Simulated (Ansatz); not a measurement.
Gas-phase electronic energies from Ansatz, PBE0-D4/def2-TZVP geometries. CCSD(T)/CBS is the MP2 limit (def2-TZVPP, def2-QZVPP) plus CCSD(T) − MP2 in def2-TZVPP, frozen cores. This one scheme is used for every species. Functionals use def2-TZVPP. B3LYP here is the variant with VWN-RPA as its local correlation; programs differ in this. One conformer a species, not always the lowest.

Reaction (formal exchange of groups at a C–O bond): `OC(F)F` + `FC(F)C(F)F` → `FC(F)C(F)(F)C(F)F` + H₂O

Task: Is it downhill or uphill in electronic energy at CCSD(T)/CBS, and by how much? (Estimate.)

Result: Computed: Uphill: ΔE = +0.13 eV.

Task: What do these levels give: revPBE-D4, B97M-V, r2SCAN0-D4, BHLYP-D4, B2PLYP, PBE, B3LYP, LC-ωPBE, MP2/def2-SVP, CCSD/def2-SVP, CCSD(T)/def2-TZVPP, HF/CBS(def2)? (Estimate.)

Result: Ansatz gave: revPBE-D4 0.21, B97M-V 0.21, r2SCAN0-D4 0.23, BHLYP-D4 0.26, B2PLYP 0.27, PBE 0.29, B3LYP 0.32, LC-ωPBE 0.27, MP2/def2-SVP 0.30, CCSD/def2-SVP 0.31, CCSD(T)/def2-TZVPP 0.18, HF/CBS(def2) 0.38 eV.

Largest T1 diagnostic among the species: 0.012.

The D4 term adds −0.08 eV with B3LYP and −0.05 eV with PBE0; it sums over pairs of atoms, weighted by their polarisabilities, and B3LYP, whose exchange is more repulsive, gets the larger term. In def2-TZVPP, CCSD(T) changes the Hartree–Fock value by −0.21 eV (the triples alone add −0.02 eV) and MP2 by −0.22 eV. At CCSD(T), def2-SVP lies +0.17 eV from the extrapolated value and def2-TZVPP +0.05 eV.
